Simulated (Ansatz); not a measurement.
(Br2Al-mu-H)3 (Al₃H₃Br₆). Total charge 0; singlet. Geometry PBE-D4/def2-SVP; atoms count from 1.

Cartesian coordinates in Å:
```
Al -0.603 1.228 -1.199
Br 0.660 1.429 -3.053
Br -2.421 2.470 -0.734
H 0.401 1.294 0.180
Al 1.505 0.272 0.987
Br 1.379 0.789 3.173
Br 3.408 0.140 -0.212
H 0.694 -1.202 0.688
Al -0.898 -1.549 0.189
Br -2.288 -0.834 1.813
Br -0.854 -3.601 -0.733
H -0.984 -0.436 -1.099
```

(1) Estimate the Mulliken populations from the PBE0/def2-TZVP orbitals of Ansatz.

(2) And the Mayer bond orders between heavy atoms (over 0.3)?

## Answers

(1) 
```json
{"atom": "Al1", "charge (e)": "0.43"}
{"atom": "Br2", "charge (e)": "-0.19"}
{"atom": "Br3", "charge (e)": "-0.19"}
{"atom": "H4", "charge (e)": "-0.04"}
{"atom": "Al5", "charge (e)": "0.43"}
{"atom": "Br6", "charge (e)": "-0.19"}
{"atom": "Br7", "charge (e)": "-0.19"}
{"atom": "H8", "charge (e)": "-0.05"}
{"atom": "Al9", "charge (e)": "0.42"}
{"atom": "Br10", "charge (e)": "-0.19"}
{"atom": "Br11", "charge (e)": "-0.18"}
{"atom": "H12", "charge (e)": "-0.05"}
```
Mulliken values depend strongly on the basis.

(2) Al1–Br2 1.21 (2.25 Å); Al1–Br3 1.22 (2.25 Å); Al5–Br6 1.22 (2.25 Å); Al5–Br7 1.21 (2.25 Å); Al9–Br10 1.19 (2.25 Å); Al9–Br11 1.24 (2.25 Å).
